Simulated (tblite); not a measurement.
C₈H₉B.
Numbering: `[CH:1]#[C:2]/[CH:3]=[CH:4]\[CH2:5][BH:6][C:7]#[C:8][CH3:9]` (hydrogens: H10 on C1; H11 on C3; H12 on C4; H13, H14 on C5; H15 on B6; H16, H17, H18 on C9)

Computed with GFN2-xTB (tblite), gas phase: L-BFGS steps from a force-field or distance-geometry start until the largest atomic force falls under 0.01 eV/Å.

Geometry at step 8:
```
atom  x, y, z in Å
C1     -2.1592   -3.1780    0.7743
C2     -2.6091   -2.0739    0.6216
C3     -3.0967   -0.7645    0.4202
C4     -2.3686    0.1901   -0.1612
C5     -0.9674    0.0029   -0.6082
B6      0.0506    0.7572    0.3349
C7      1.5069    0.7881   -0.0103
C8      2.6897    0.6085   -0.1863
C9      4.1072    0.4362   -0.4133
H10    -1.7878   -4.1507    0.9203
H11    -4.1013   -0.5739    0.7664
H12    -2.7827    1.1816   -0.2662
H13    -0.8604    0.2233   -1.6704
H14    -0.7021   -1.0522   -0.4774
H15    -0.3258    1.1824    1.3638
H16     4.6732    1.0963    0.2444
H17     4.3886   -0.5988   -0.2093
H18     4.3361    0.6669   -1.4551
```

**Question.** What forces act on the atoms?

**Answer.** 
```csv
atom,Fx (eV/Å),Fy (eV/Å),Fz (eV/Å)
C1,-0.012,-0.071,0.027
C2,-0.009,-0.019,-0.009
C3,0.074,-0.041,-0.021
C4,-0.223,-0.090,0.013
C5,0.109,-0.080,0.173
B6,0.139,0.149,0.024
C7,-0.086,-0.194,0.114
C8,0.110,0.052,-0.046
C9,-0.109,0.041,-0.029
H10,-0.045,0.086,-0.008
H11,-0.084,-0.009,0.041
H12,-0.061,0.062,-0.088
H13,0.053,0.117,-0.013
H14,-0.027,-0.095,-0.127
H15,0.089,0.063,-0.045
H16,0.041,-0.019,-0.040
H17,-0.028,0.065,-0.017
H18,0.070,-0.016,0.051
```

The largest, 0.24 eV/Å, acts on C7 (C4 within 3 % of it); the rms over all components is 0.081 eV/Å. The forces sum to zero within rounding, as they must for an isolated molecule in no field.

**Question.** Give the force on C7 in Eh/bohr and in nN.

**Answer.** 0.241 eV/Å ÷ 51.422 = 0.00468 Eh/bohr, and 0.241 eV/Å × 1.602 = 0.39 nN.

**Question.** How far is this geometry from the end of the optimisation?

**Answer.** 0.061 eV above it, and 0.114 Å rms away after alignment. The bonds farthest from their final lengths, with half the difference of the two atoms' forces along the bond (positive lengthens):

```json
{"bond": "C5–B6", "now (Å)": "1.579", "final (Å)": "1.588", "force along bond (eV/Å)": "+0.02"}
{"bond": "C4–C5", "now (Å)": "1.483", "final (Å)": "1.489", "force along bond (eV/Å)": "+0.13"}
{"bond": "C5–H13", "now (Å)": "1.090", "final (Å)": "1.096", "force along bond (eV/Å)": "+0.11"}
{"bond": "C3–H11", "now (Å)": "1.080", "final (Å)": "1.083", "force along bond (eV/Å)": "+0.09"}
{"bond": "C4–H12", "now (Å)": "1.080", "final (Å)": "1.083", "force along bond (eV/Å)": "+0.04"}
{"bond": "B6–H15", "now (Å)": "1.175", "final (Å)": "1.172", "force along bond (eV/Å)": "-0.04"}
```

The angle farthest from its final value is B6–C7–C8, 169.1° against 179.7°.

The cost below is that of the whole relaxation. The run took 1.2 s on Intel Xeon at 2.50 GHz, one thread, no GPU, on a shared host.
